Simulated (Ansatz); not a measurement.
BrH₅N₂OSi, SMILES `N[Si](N)(O)Br`, relaxed with RKS PBE0-D4/def2-TZVP in Ansatz from a PBE-D4/def2-SVP geometry. The force threshold is 0.005 eV/Å; the program also tests the step.

Charge 0, multiplicity 1.

Start:

```xyz
10

N    -0.702    1.206   -0.788
Si    0.230   -0.055   -0.098
N    -0.475   -0.435    1.426
O     0.305   -1.205   -1.315
Br    2.404    0.372    0.445
H    -0.957    2.013   -0.217
H    -0.574    1.451   -1.771
H     0.092   -0.874    2.153
H    -1.449   -0.745    1.457
H     1.126   -1.728   -1.292
```

| step | energy (eV) | largest force (eV/Å) | largest move (Å) |
| --- | --- | --- | --- |
| 1 | -83023.0667 | 0.907 | 0.000 |
| 2 | -83023.1268 | 0.432 | 0.038 |
| 3 | -83023.1403 | 0.161 | 0.018 |
| 4 | -83023.1425 | 0.058 | 0.007 |
| 5 | -83023.1449 | 0.078 | 0.021 |
| 6 | -83023.1453 | 0.050 | 0.020 |
| 7 | -83023.1455 | 0.008 | 0.009 |
| 8 | -83023.1455 | 0.003 | 0.004 |

End:

```xyz
10

N    -0.669    1.198   -0.773
Si    0.234   -0.058   -0.099
N    -0.463   -0.473    1.387
O     0.319   -1.166   -1.300
Br    2.371    0.387    0.454
H    -0.949    1.986   -0.215
H    -0.581    1.425   -1.750
H     0.087   -0.841    2.143
H    -1.437   -0.721    1.451
H     1.089   -1.737   -1.299
```

It took 32 s on 4 threads of a server CPU on a shared host, with 0.63 GiB of host memory at the peak.
